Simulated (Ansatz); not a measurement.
Consider the formal exchange of groups at a B–Si bond: `NB[SiH2]N` + `C=CBr` → `NBBr` + `C=C[SiH2]N`.

Calculated with Ansatz (gas phase, PBE0-D4/def2-TZVP geometries, no zero-point term in ΔE). CCSD(T)/CBS adds triple-zeta CCSD(T) − MP2 to the extrapolated MP2 energy (def2 sets, frozen cores). Functionals use def2-TZVPP. HSE06 is defined as in plane-wave codes. For Br outer-core shells are correlated without core-valence functions, which leaves a few kJ/mol of doubt a bond. Scalar relativity is left out up to krypton. Each species was taken in one conformer, which may not be the lowest.

`NB[SiH2]N`:

Z-matrix (Å, degrees):
```
Si
B 1 2.022
N 1 1.737 2 116.7
H 1 1.493 2 110.1 3 120.1
H 1 1.499 2 108.9 3 -122.2
N 2 1.388 1 120.3 3 126.2
H 2 1.202 1 122.7 3 -53.2
H 3 1.008 1 118.8 2 -54.1
H 3 1.008 1 117.6 2 82.2
H 6 1.007 2 123.6 1 179.6
H 6 1.007 2 123.1 1 0.3
```

`C=CBr`:

```xyz
6

C     0.432   -0.497    0.370
C    -0.462    0.310   -0.167
Br   -0.065    1.522   -1.550
H     1.465   -0.516    0.047
H     0.132   -1.170    1.165
H    -1.500    0.351    0.135
```

`NBBr`:

Z-matrix (Å, degrees):
```
N
B 1 1.380
H 1 1.006 2 123.3
H 1 1.006 2 122.1 3 -180.0
Br 2 1.931 1 119.6 3 -0.0
H 2 1.190 1 122.0 3 180.0
```

`C=C[SiH2]N`:

Z-matrix (Å, degrees):
```
Si
C 1 1.865
N 1 1.715 2 114.9
H 1 1.488 2 108.4 3 -120.8
H 1 1.488 2 108.4 3 120.8
C 2 1.330 1 123.1 3 0.1
H 2 1.091 1 118.8 3 -179.9
H 3 1.006 1 121.5 2 75.9
H 3 1.006 1 121.5 2 -76.3
H 6 1.087 2 122.6 1 180.0
H 6 1.087 2 121.2 1 -0.0
```

CCSD(T)/CBS gives -166.7 kJ/mol.

(1) Another level gave -148.8 kJ/mol. Which?
A. HSE06-D4/def2-TZVPP
B. PBE-D4/def2-TZVPP
C. CAM-B3LYP-D4/def2-TZVPP
D. HF/def2-TZVPP

(2) What do rigid-rotor, harmonic-oscillator terms from PBE0-D4/def2-TZVP frequencies (298.15 K, 1 bar) make of the CCSD(T)/CBS value? (Estimate.)

Largest T1 diagnostic among the species: 0.013.

Answers

(1) B. PBE-D4 -148.8, CAM-B3LYP-D4 -165.0, HSE06-D4 -158.7, HF/def2-TZVPP -180.3 kJ/mol.

(2) Ansatz gave: ΔZPE = +1.7 kJ/mol, ΔH = -165.5 kJ/mol, ΔS = -11 J/(mol·K), ΔG = -162.4 kJ/mol.

From BLYP to BHLYP (50 % exact exchange), in def2-TZVPP and without D4, ΔE moves by −20.7 kJ/mol. At CCSD(T), def2-SVP lies −3.8 kJ/mol from the extrapolated value and def2-TZVPP +3.1 kJ/mol.
